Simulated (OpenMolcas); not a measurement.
## Co3+: moving or changing the point charges

Co3+ among 3 point charges of -2 e arranged as a planar triangle (D3h), 1.75 Å from the ion.
```
   1.7500    0.0000    0.0000  -2.00
  -0.8750    1.5155    0.0000  -2.00
  -0.8750   -1.5155    0.0000  -2.00
```

| Quantity | Value |
| --- | --- |
| Program | OpenMolcas 26.06 |
| Method | SS-CASPT2, IPEA 0.25 Eh, imaginary shift 0.1 Eh (closed shells correlated: 3s 3p) |
| Basis | ANO-RCC-VDZP [5s4p2d1f] |
| Scalar Hamiltonian | DKH2, point nucleus |
| Active space | 6 electrons in 5 orbitals (3d) |
| State averaging | 2S+1 = 5 even, 5 roots; 2S+1 = 3 even, 45 roots; 2S+1 = 1 even, 50 roots |
| Spin-orbit coupling | RASSI with atomic mean-field integrals over the reference wave functions |

Runs around this geometry, states (labels of D3, the rotations of D3h). Energies in cm-1 above the lowest state or level, χT in cm3 K/mol.

```csv
R (Å),q (e),Ground state,First state of that spin,First gap with spin-orbit (degeneracies),χT at 300 K,First state of another spin
1.75,-1.3,5A1,5E 1350,"36 (1, 2)",4.390,3A1 25860
1.62,-2,5A1,5E 3800,"21 (1, 2)",3.568,3A1 24550
1.75,-2,5A1,5E 2880,"25 (1, 2)",3.745,3A1 25410
1.96,-2,5A1,5E 1980,"30 (1, 2)",4.042,3A1 26010
```

Taking the first state of the same spin as R^-n, n = -ln(1980 / 3800) / ln(1.96 / 1.62) = 3.4 between the shortest and longest distance.

Scaling the charges by -1.3 / -2 = 0.65 scales the first state of the same spin by 1350 / 2880 = 0.47; with fixed orbitals a first-order splitting would follow the charge.

Roots that are degenerate in the reference are averaged as groups; the widest CASPT2 spread within a group is 980 cm-1 (the 2-fold group of multiplicity 3 near 32300 cm-1 above the lowest state of its run, R = 1.75, q = -2). Shifts and gaps below about the spread of the groups concerned are not significant. Point charges give a weaker field than real ligands, and real ions of this kind are often low spin; the high spin found here belongs to the model. Free-ion shares, where given, are those of the reference states; single-state CASPT2 does not remix them. Point charges carry no covalency, so the field is a model and not that of real ligands. No measured value stands beside these numbers.
